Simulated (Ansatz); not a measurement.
Species: sum formula SnCl3F, net charge 0, singlet state. SMILES: [F][Sn]([Cl])([Cl])[Cl]
Geometry: optimised at B3LYP-D3(BJ)/def2-TZVP (Ansatz, an electronic-structure program).

Property: atomisation energy (electronic, to ground-state atoms), in eV. Correlated levels leave the core frozen unless marked. Open shells are spin-unrestricted. No spin-orbit coupling. Frozen are the shells of the preceding noble gas and the d and f shells that filled before the atom's block. In def2 rows, elements after Kr have scalar-relativistic effective core potentials. STO-3G rows are all-electron and non-relativistic. The coupled-cluster limit lacks core correlation, which all-electron functionals hold. CBS marks a two-point X^-3 extrapolation of the correlation energy; Hartree-Fock from the larger set.

| level | program | atomisation energy (eV) |
|---|---|---|
| BLYP/def2-TZVPD | Ansatz | 13.97 |
| B97M-V/def2-TZVPD | Ansatz | (withheld) |
| PBE0/def2-QZVPP | Ansatz | (withheld) |
| HSE06-D4/def2-TZVPD | Ansatz + dftd4 | (withheld) |
| B2GP-PLYP/def2-TZVPD | Ansatz | 14.42 |
| RPA@PBE/def2-QZVPP | Ansatz | 13.19 |
| SCS-MP2/STO-3G | Ansatz | 14.68 |
| CCSD(T)/CBS(def2-TZVPPD,def2-QZVPPD) | Ansatz | (withheld) |

Question: Complete the blanks.

Answer: 
- B97M-V/def2-TZVPD, atomisation energy (eV): 15.25
- PBE0/def2-QZVPP, atomisation energy (eV): 14.52
- HSE06-D4/def2-TZVPD, atomisation energy (eV): 14.62
- CCSD(T)/CBS(def2-TZVPPD,def2-QZVPPD), atomisation energy (eV): 15.11
